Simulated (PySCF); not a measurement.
Input file for PySCF: D3(BJ) and D4 dispersion corrections on F2GaHSe (SMILES [F][Ga]([F])[SeH]), a point of a torsion scan.

```python
from pyscf import gto
from pyscf.dispersion import dftd3, dftd4

mol = gto.M(
    atom='''
    F    -1.41951910    1.53625157    0.18858320
    Ga   -0.67815608   -0.06651041    0.18581865
    F    -1.77065219   -1.33930915   -0.33708322
    Se    1.52302045   -0.29959103    0.83447258
    H     1.61125922    1.12787547    1.06896631
    ''',
    basis='def2-svp',
    charge=0, spin=0, verbose=0, max_memory=1800)
d3, d4 = {}, {}
for xc in ['hf', 'pbe', 'blyp', 'revpbe', 'tpss', 'r2scan', 'b3lyp', 'pbe0', 'bhlyp', 'camb3lyp', 'b2plyp']:
    d3[xc] = float(dftd3.DFTD3Dispersion(mol, xc=xc, version='d3bj', atm=False).get_dispersion()['energy'])
    print(f'D3(BJ) {xc:10s} {d3[xc]:14.8f} Eh')
for xc in ['hf', 'pbe', 'blyp', 'revpbe', 'tpss', 'r2scan', 'b3lyp', 'pbe0', 'bhlyp', 'camb3lyp', 'b2plyp']:
    d4[xc] = float(dftd4.DFTD4Dispersion(mol, xc={'camb3lyp': 'cam-b3lyp'}.get(xc, xc), atm=True).get_dispersion()['energy'])
    print(f'D4     {xc:10s} {d4[xc]:14.8f} Eh')
```

Output:

```
D3(BJ) hf            -0.02727698 Eh
D3(BJ) pbe           -0.00301631 Eh
D3(BJ) blyp          -0.00714989 Eh
D3(BJ) revpbe        -0.00688586 Eh
D3(BJ) tpss          -0.00402359 Eh
D3(BJ) r2scan        -0.00082483 Eh
D3(BJ) b3lyp         -0.00604982 Eh
D3(BJ) pbe0          -0.00284593 Eh
D3(BJ) bhlyp         -0.00561538 Eh
D3(BJ) camb3lyp      -0.00299569 Eh
D3(BJ) b2plyp        -0.00328925 Eh
D4     hf            -0.01221164 Eh
D4     pbe           -0.00390626 Eh
D4     blyp          -0.00826639 Eh
D4     revpbe        -0.00941904 Eh
D4     tpss          -0.00520266 Eh
D4     r2scan        -0.00084884 Eh
D4     b3lyp         -0.00642509 Eh
D4     pbe0          -0.00332934 Eh
D4     bhlyp         -0.00601062 Eh
D4     camb3lyp      -0.00347903 Eh
D4     b2plyp        -0.00268425 Eh
```

The run finished.

Cost: about 0.03 core-seconds (a rough figure).
